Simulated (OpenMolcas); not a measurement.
An OpenMolcas run meant for Pm4+ (ANO-R3, X2C; inactive shells 1s 2s 2p 3s 3p 3d 4s 4p 4d 5s 5p; intended active space 3 electrons in 7 orbitals (4f)). One step of its input:

```
&RASSCF
FileOrb=start.orb
Symmetry=1
Spin=4
nActEl=3 0 0
Inactive=15 12
Ras2=0 7
CIRoot=35 35 1
SDav=35
CIMx=300
Iter=72 100
PrWF=0.3
OrbListing=Nothing
MaxOrb=0
Atom
>>> COPY $Project.JobIph JOB001
```

Lines from the output:

```
...
      Number of secondary orbitals              94
      Spin quantum number                      1.5
      State symmetry                             1
Orbital specifications:
      -----------------------

      Symmetry species                           1   2
                                                ag  au
      Frozen orbitals                            0   0
      Inactive orbitals                         15  12
      Active orbitals                            0   7
      RAS1 orbitals                              0   0
      RAS2 orbitals                              0   7
      RAS3 orbitals                              0   0
      Secondary orbitals                        46  48
      Deleted orbitals                           0   0
      Number of basis functions                 61  67
      Number of CSFs                             0
      Number of root(s) required                35
 ************ ERROR ***********
  You can't ask for more roots
  than there are configurations
 ******************************
--- Stop Module: rasscf at  /rc=_RC_INPUT_ERROR_ ---
.####################.
.# User input error #.
.####################.
```

Task: What is wrong with the input?

Result: The state symmetry names the wrong parity for these configurations.
